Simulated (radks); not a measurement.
Spherical quantum dot in the effective-mass picture: electrons in a well V = -V0 / (1 + exp((r - R)/a)) with V0 = 6.01, R = 3.33, a = 0.2, with a point charge +1 (a donor) at the centre, all in effective atomic units (hartree* = m*/eps^2 hartree, bohr* = eps/m* bohr), one dielectric constant everywhere. Method: non-relativistic Kohn-Sham, PBEsol, spin-polarised, spherical densities; computed with a radial shooting solver with Libxc functionals. Levels are named by radial order and angular momentum (1s, 1p, 1d, 2s, ...), and open shells are averaged over m. Results are scaled to m* = 0.037 and eps = 4.7, for which hartree* = 45.58 meV and bohr* = 6.722 nm.

N = 9, configuration 1s2 1p6 1d(up 1, down 0). This is the lowest configuration that the search found. Occupied and some empty levels:

level    occupation  eigenvalue (meV)  <r> (nm)
1s up             1           -123.61     12.00
1s down           1           -122.91     11.86
1p up             3           -105.53     14.85
1p down           3           -104.43     14.80
1d up             1           -84.270     16.04
1d down           0           -83.031     16.02
2s up             0           -80.122     11.10
2s down           0           -79.640     11.19
1f up             0           -58.049     16.91
1f down           0           -56.742     16.91
2p up             0           -34.642     13.12
2p down           0           -34.044     13.13

Energy (meV): total -1692.36, kinetic 273.12, external -2592.1, Hartree 777.02, exchange-correlation -150.39.

Electron density:

r (nm)  n(r) (e/nm^3)
2.10        0.0004961
4.35        0.0003499
6.59        0.0003169
8.85        0.0003311
11.1        0.0003523
13.3        0.0003458
15.6        0.0002861
17.8        0.0001781
20.1       0.00007165
22.3       0.00001658
24.6        2.476e-06
26.8        3.158e-07
29.1        3.998e-08
